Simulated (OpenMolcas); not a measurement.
Ni4+, Pd4+, Pt4+: d⁶ down the group

| Quantity | Value |
| --- | --- |
| Program | OpenMolcas |
| Method | SS-CASPT2, IPEA 0.25 Eh, imaginary shift 0.1 Eh |
| Basis | ANO-RCC-VQZP |
| Scalar Hamiltonian | DKH2, point nucleus |
| Spin-orbit coupling | state interaction with AMFI integrals over the reference wave functions, term energies averaged over their components |

Active space for each ion: 6 electrons in 5 orbitals (d); closed shells correlated by CASPT2: Ni4+ 3s 3p; Pd4+ 4s 4p; Pt4+ 5s 5p.

Computed levels in cm-1 above ⁵D₄:

| Level | Ni4+ | Pd4+ | Pt4+ |
| --- | --- | --- | --- |
| ⁵D₃ | 851 | 2010 | 7680 |
| ⁵D₁ | 1801 | 3810 | 11050 |
| ⁵D₀ | 1981 | 4160 | 11090 |
| ³H₆ | 27330 | 20080 | 22200 |
| ³H₅ | 27720 | 20390 | 34540 |
| ³P₁(1) | 28520 | 25230 | 42220 |
| ³F₂(1) | 29940 | 23420 | 26780 |
| ³G₅ | 33490 | 25390 | 21730 |
| ³G₄ | 34250 | 26900 | 33810 |
| weight of ⁵D in the lowest level (%) | 100 | 98 | 79 |

Mixed levels, with the weight of the term that names them: Pt4+ ⁵D₀ (73 %), Pt4+ ³H₅ (52 %), Pt4+ ³P₁(1) (71 %), Pt4+ ³F₂(1) (67 %), Pt4+ ³G₅ (52 %), Pt4+ ³G₄ (58 %).

Measured, with the error of the calculation in %. Measured levels: Ni4+ from Corliss and Sugar, J. Phys. Chem. Ref. Data 10, 197 (1981).

| Level | Ni4+ |
| --- | --- |
| ⁵D₃ | 890 (-4.3) |
| ⁵D₁ | 1872 (-3.8) |
| ⁵D₀ | 2058 (-3.7) |
| ³H₆ | 27111 (+0.8) |
| ³H₅ | 27578 (+0.5) |
| ³P₁(1) | 28698 (-0.6) |
| ³F₂(1) | 29899 (+0.1) |
| ³G₅ | 33256 (+0.7) |
| ³G₄ | 34062 (+0.5) |

The fine-structure level ⁵D₀ changes by a factor of 5.6 from Ni4+ to Pt4+.

Without spin-orbit coupling ³H lies 26910, 19090, 17570 cm-1 above ⁵D in that order; the difference to the level ³H₆, of either sign, comes from spin-orbit coupling, which also lowers the zero.

CASPT2 breaks the degeneracy within a term, and the mean is taken; among the terms shown or strongly mixed into the levels shown the widest spread is 230 cm-1 (5d⁶ ¹G(1), Pt4+). Measured partners are found by configuration, term and J. A level has none where our copy of the source lacks it or the pairing is in doubt (some pairs that miss far off the trend of their configuration count as doubtful), and it then counts in no deviation. Levels of configurations outside the active space are missing.

A number in round brackets counts repeated terms of one configuration in the order of the reference energies.
